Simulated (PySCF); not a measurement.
C6H10O3.
Atom-mapped SMILES: `[CH2:1]=[C:2]([CH3:3])[CH2:4][O:5][C:6](=[O:7])[O:8][CH3:9]` (hydrogens: H10, H11 on C1; H12, H13, H14 on C3; H15, H16 on C4; H17, H18, H19 on C9)

Torsions of this conformer, `[CH2:1]=[C:2]([CH3:3])[CH2:4][O:5][C:6](=[O:7])[O:8][CH3:9]`: C1–C2–C4–O5 130°, C2–C4–O5–C6 172°, C4–O5–C6–O7 1°, O5–C6–O8–C9 -179°.

The closed-shell ground state was solved at several levels (PySCF, density fitting, gas phase, non-relativistic). Isolated species at its PBE0-D3(BJ)/def2-SVP geometry (one conformer only).

| level | basis functions | total energy (Eh) | HOMO (eV) | LUMO (eV) | gap (eV) | dipole (D) |
| --- | --- | --- | --- | --- | --- | --- |
| B3LYP/def2-SVPD | 269 | -460.0178 | -7.31 | -0.27 | 7.04 | 0.81 |
| wB97X-D/pcSseg-1 | 203 | -460.1249 | -9.36 | 1.91 | 11.27 | 0.69 |

**Question.** What might PBE0/pcSseg-1 (203 basis functions) give for the same quantities?

**Answer.** Total energy -459.7550 Eh, HOMO -7.50 eV, LUMO 0.09 eV, gap 7.59 eV, dipole 0.70 D.

**Question.** Over all these levels, which gives the widest orbital gap and which the narrowest?

**Answer.** wB97X-D/pcSseg-1 (range-separated hybrid) has the widest, 11.27 eV, and B3LYP/def2-SVPD (global hybrid, 20 % exact exchange) the narrowest, 7.04 eV. Functional and basis both differ between the two, so the spread mixes both effects.

**Question.** How far do the dipole and the HOMO energy spread over the levels?

**Answer.** The dipole runs from 0.69 to 0.81 D (mean 0.73 D) and the HOMO from -9.36 to -7.31 eV.

Note: wB97X-D ran without an empirical dispersion term, which enters the total energy and its gradient alone.
